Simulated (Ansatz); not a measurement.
Geometry optimisation, RKS PBE/def2-SVP in Ansatz 0.2.0.

input.yaml

```yaml
crystal:
  periodic: [false, false, false]
  atoms:
    - { symbol: Ga, position_ang: [0.0, 0.0, 0.0] }
    - { symbol: C, position_ang: [0.0, 0.0, 2.33] }
    - { symbol: H, position_ang: [-0.9996, -0.3092, 2.7005] }
    - { symbol: H, position_ang: [0.7676, -0.7111, 2.7005] }
    - { symbol: C, position_ang: [0.3177, 1.3971, 2.8374] }
    - { symbol: H, position_ang: [0.9159, 1.3257, 3.7696] }
    - { symbol: H, position_ang: [0.8975, 1.9479, 2.0676] }
    - { symbol: H, position_ang: [-0.628, 1.9396, 3.0459] }
    - { symbol: C, position_ang: [1.7147, 0.0, -0.99] }
    - { symbol: H, position_ang: [2.0443, -1.0462, -1.1602] }
    - { symbol: H, position_ang: [1.5782, 0.508, -1.9674] }
    - { symbol: H, position_ang: [2.4842, 0.5381, -0.3982] }
    - { symbol: C, position_ang: [-1.7147, 0.0, -0.99] }
    - { symbol: H, position_ang: [-2.2748, -0.9305, -0.7608] }
    - { symbol: H, position_ang: [-2.3188, 0.8797, -0.6846] }
    - { symbol: H, position_ang: [-1.513, 0.0508, -2.0803] }
    - { symbol: F, position_ang: [-0.2561, -1.8806, 0.6306] }
    - { symbol: H, position_ang: [-0.1762, -1.2937, 1.7624] }
basis:
  gaussian: { orbitals: def2-SVP }
hamiltonian:
  xc: pbe
relax:
  f_tol: 0.15
  max_steps: 25
  restrain:
    - { distance: [0, 16], at: 2.9, k: 30.0 }
    - { distance: [17, 1], at: 2.31, k: 30.0 }
    - { distance: [0, 1], at: 1.98, k: 30.0 }
    - { distance: [17, 16], at: 0.92, k: 30.0 }
output:
  orbitals: {}
```

Launched with:

```bash
$ ansatz run input.yaml --threads 4 --pin off --max-ram 5120MiB --backend cpu --events-out ev --progress --plain --runs-dir out
```

Q: Where does it end, and by what steps?

A: The run converged. The restraints hold the end off the free minimum; the threshold counts their pulls, which the force column leaves out. Restrained pairs: Ga1–F17 (2.00 → 2.89 Å), C2–H18 (1.42 → 2.31 Å), Ga1–C2 (2.33 → 1.99 Å), F17–H18 (1.28 → 0.93 Å). After 8 steps the energy has fallen by 1.234 eV (the restraints' own energy left out); H18 moved furthest, 0.91 Å.

```json
{"step": "0", "energy less start (eV)": "0.0000", "largest force component (eV/Å)": "2.962", "accepted": "yes"}
{"step": "1", "energy less start (eV)": "-0.3455", "largest force component (eV/Å)": "3.087", "accepted": "yes"}
{"step": "2", "energy less start (eV)": "-0.2677", "largest force component (eV/Å)": "5.414", "accepted": "yes"}
{"step": "3", "energy less start (eV)": "-0.2961", "largest force component (eV/Å)": "4.663", "accepted": "yes"}
{"step": "4", "energy less start (eV)": "-0.8976", "largest force component (eV/Å)": "2.322", "accepted": "yes"}
{"step": "5", "energy less start (eV)": "-1.1442", "largest force component (eV/Å)": "0.737", "accepted": "yes"}
{"step": "6", "energy less start (eV)": "-1.1805", "largest force component (eV/Å)": "0.510", "accepted": "yes"}
{"step": "7", "energy less start (eV)": "-1.2175", "largest force component (eV/Å)": "0.401", "accepted": "yes"}
{"step": "8", "energy less start (eV)": "-1.2341", "largest force component (eV/Å)": "0.419", "accepted": "yes"}
```

```xyz
18
Properties=species:S:1:pos:R:3
Ga -0.037 0.075 0.096
C -0.003 0.080 2.087
H -0.976 -0.269 2.497
H 0.793 -0.627 2.430
C 0.329 1.470 2.660
H 0.452 1.457 3.767
H 1.273 1.879 2.238
H -0.474 2.203 2.432
C 1.708 0.124 -0.861
H 2.008 -0.918 -1.108
H 1.654 0.686 -1.815
H 2.511 0.562 -0.235
C -1.777 0.141 -0.867
H -2.366 -0.773 -0.630
H -2.377 1.009 -0.521
H -1.666 0.207 -1.968
F -0.166 -2.696 0.916
H -0.048 -2.195 1.696
```

The run took 19 s on 4 threads of Arm Neoverse V2, on a shared host, peak memory 0.25 GiB.
